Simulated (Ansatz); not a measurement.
Mulliken charges of `[F][Ge]([F])[I]` radical from B3LYP/def2-TZVPP in Ansatz (PBE0-D4/def2-TZVP geometry).

```tsv
atom	x (Å)	y (Å)	z (Å)	charge (e)
F1	1.146	0.767	0.990	-0.339
Ge2	-0.204	-0.193	0.490	0.816
F3	0.554	-1.620	-0.129	-0.339
I4	-1.440	0.986	-1.372	-0.137
```

Problem. By hand: the dipole of these point charges (1 e Å = 4.8032 D).

Solution. Σ q r = (-0.545, -0.003, 0.296) e Å, of length 0.620 e Å = 2.98 D.

Problem. How does the dipole of the full density compare? (An estimate is asked.)

Solution. Ansatz gave: (-0.434, 0.085, 0.047) e Å, 2.14 D; the point charges give 1.39 times that, at 25° from its direction.

Point charges leave out the atoms' own dipoles, such as those of lone pairs, and Mulliken's split depends on the basis, so the two needn't agree.

B3LYP here is the variant with VWN-RPA as its local correlation; programs differ in this.
